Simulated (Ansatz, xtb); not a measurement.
Relative energy of two isomers of C3H6F4Si

Structure I is `C[Si](C)(F)C(F)(F)F`, a singlet and structure II is `C[Si@@H](F)CC(F)(F)F`, a singlet. Both are isolated molecules in the gas phase, relaxed with B3LYP-D3(BJ)/def2-SVP; each stands in its lowest conformer found.

Problem. Estimate which is lower in electronic energy at CCSD(T)/def2-SVP + ΔMP2/def2-TZVPP, and by roughly how much.

Solution. Too close to call at this level: CCSD(T)/def2-SVP + ΔMP2/def2-TZVPP gives E(II) − E(I) = −3.68 kJ/mol.

How the difference moves with the method:

```json
{"level": "GFN2-xTB", "geometry": "GFN2-xTB", "E(II) − E(I) (kJ/mol)": "−60.84", "departure from the last row (kJ/mol)": "−57.16", "job, with rough time for the two": "optimisation, 0.23 s"}
{"level": "HF/STO-3G", "geometry": "GFN2-xTB", "E(II) − E(I) (kJ/mol)": "+17.42", "departure from the last row (kJ/mol)": "+21.10", "job, with rough time for the two": "single point, 0.62 s"}
{"level": "r2SCAN-D4/def2-SVP", "geometry": "GFN2-xTB", "E(II) − E(I) (kJ/mol)": "−7.22", "departure from the last row (kJ/mol)": "−3.54", "job, with rough time for the two": "single point, 4.3 s"}
{"level": "B3LYP-D3(BJ)/def2-SVP", "geometry": "B3LYP-D3(BJ)/def2-SVP", "E(II) − E(I) (kJ/mol)": "−5.92", "departure from the last row (kJ/mol)": "−2.24", "job, with rough time for the two": "optimisation, 48 s"}
{"level": "HF/def2-SVP", "geometry": "B3LYP-D3(BJ)/def2-SVP", "E(II) − E(I) (kJ/mol)": "−18.50", "departure from the last row (kJ/mol)": "−14.82", "job, with rough time for the two": "part of the CCSD(T) run"}
{"level": "MP2/def2-SVP", "geometry": "B3LYP-D3(BJ)/def2-SVP", "E(II) − E(I) (kJ/mol)": "−16.23", "departure from the last row (kJ/mol)": "−12.54", "job, with rough time for the two": "part of the CCSD(T) run"}
{"level": "CCSD(T)/def2-SVP", "geometry": "B3LYP-D3(BJ)/def2-SVP", "E(II) − E(I) (kJ/mol)": "−17.01", "departure from the last row (kJ/mol)": "−13.33", "job, with rough time for the two": "single point"}
{"level": "CCSD(T)/def2-SVP + ΔMP2/def2-TZVPP", "geometry": "B3LYP-D3(BJ)/def2-SVP", "E(II) − E(I) (kJ/mol)": "−3.68", "departure from the last row (kJ/mol)": "", "job, with rough time for the two": "single point, 84 s"}
```

As drawn, II has 1 C–C, 1 Si–H in place of 1 C–Si, 1 C–H.

The largest departure from CCSD(T)/def2-SVP + ΔMP2/def2-TZVPP is that of GFN2-xTB, 57.16 kJ/mol. The last row adds to CCSD(T) the change of the MP2 difference between the two basis sets, here +13.33 kJ/mol, a large step that makes the value less sure.

With thermal terms from frequencies at re-optimised GFN2-xTB minima (ideal gas, soft modes damped towards free rotors, one conformer each, 298.15 K, 1 atm): the zero-point term adds −1.30 kJ/mol; ΔH is −7.69 and ΔG −1.53 kJ/mol.

The correlated steps freeze 12 core orbitals. Mirror images aren't counted in ΔG. Run with Ansatz 0.2.0, xtb 6.7.1; the last row on 2 threads of Intel(R) Xeon(R) 6975P-C (Granite Rapids) on a shared host.
